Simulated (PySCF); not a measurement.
**Electron correlation in Sm²⁺ (samarium, charge +2)**

[Xe] 4f5 6p1, one real determinant (an excited configuration). All numbers are calculated (PySCF 2.14, scalar relativity by spin-free X2C-1e, in ANO-RCC-VTZP). Frozen: [Kr] 4d10; 14 electrons correlated.

MP2 pair energies summed by pair of shells (mhartree):

```
 pair   energy  share (%)
5p-5p  -127.59       33.6
4f-5p  -113.77       30.0
4f-4f   -54.70       14.4
5s-5p   -34.98        9.2
4f-5s   -24.42        6.4
5p-6p   -13.79        3.6
5s-5s    -6.14        1.6
4f-6p    -3.16        0.8
5s-6p    -0.76        0.2
```

Total MP2 correlation energy: -379.31 mhartree.

Same-spin part -158.03 and opposite-spin part -221.28 mhartree; SCS-MP2 scales them by 1/3 and 6/5 to -318.21 mhartree.

The reference is one real determinant that mixes LS terms of this configuration.
